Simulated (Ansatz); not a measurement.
A nudged elastic band was laid between two geometries of GeH₄O (6 atoms, charge 0, multiplicity 1).

Theory: RKS B3LYP-D4/def2-SVP in Ansatz.

```json
{
  "movable images": "7",
  "climbing image": "yes",
  "spring": "5.0 eV/Å²",
  "optimiser": "quadratic models (default)",
  "start path": "through a guess of the saddle point",
  "force threshold": "0.05 eV/Å",
  "iteration limit": "60",
  "end points": "relaxed"
}
```

Initial state:

```xyz
6
Properties=species:S:1:pos:R:3
Ge 0.210 -0.046 0.131
H 0.102 0.050 1.671
H 1.669 0.091 -0.327
O -0.627 1.335 -0.646
H -1.575 1.349 -0.464
H -0.399 -1.386 -0.347
```

Final state:

```xyz
6
Properties=species:S:1:pos:R:3
Ge 0.045 -0.149 -1.130
H 1.131 -0.202 1.499
H 1.679 0.163 1.112
O -0.953 1.343 -0.996
H -1.701 1.283 -0.385
H -0.819 -1.045 -0.082
```

Problem. Which bonds break or form, and what moves?

Solution. Bonds broken: Ge1–H2, Ge1–H3. Bonds formed: H2–H3. GeH4O becomes GeH2O + H2.

Problem. What energy profile does the band end with?

Solution. It converged. The highest image is number 4 of 0 to 8, 2.49 eV above the first end and 1.42 eV above the last; the last end lies 1.07 eV above the first. A vibrational analysis at the climbing image gives one clearly imaginary mode, 1264i cm⁻¹: a first-order saddle point. The orbitals stay closed-shell, which can raise the energy where a bond breaks towards radicals; this wasn't checked here.

```csv
image,path coordinate (Å),energy (eV),Ge1–H2 (Å),Ge1–H3 (Å),H2–H3 (Å)
0,0.00,0.00,1.55,1.54,2.54
1,0.36,0.09,1.53,1.53,2.37
2,0.71,0.69,1.53,1.52,2.02
3,1.07,1.80,1.61,1.51,1.67
4,1.43,2.49,1.78,1.56,1.33
5,1.82,1.68,1.98,1.77,0.92
6,2.22,1.15,2.32,2.19,0.78
7,2.61,1.08,2.62,2.55,0.77
8,3.01,1.07,2.85,2.79,0.76
```

Problem. What is the geometry of the highest image?

Solution. 
```xyz
6
Properties=species:S:1:pos:R:3:forces:R:3
Ge 0.299 -0.084 -0.525 0.00 0.00 0.00
H 0.409 -0.047 1.254 0.00 0.00 0.00
H 1.464 0.192 0.478 0.00 0.00 0.00
O -0.764 1.338 -0.804 0.00 0.00 0.00
H -1.527 1.357 -0.212 0.00 0.00 0.00
H -0.499 -1.362 -0.173 0.00 0.00 0.00
```

Problem. What are the harmonic wavenumbers there?

Solution. 1264i, 298, 523, 621, 642, 685, 905, 974, 1412, 2074, 2102, 3835 cm⁻¹.

Time of the run: 3.5 min on 1 thread of Arm Neoverse V1, with other jobs on the host, peak memory 0.13 GiB.
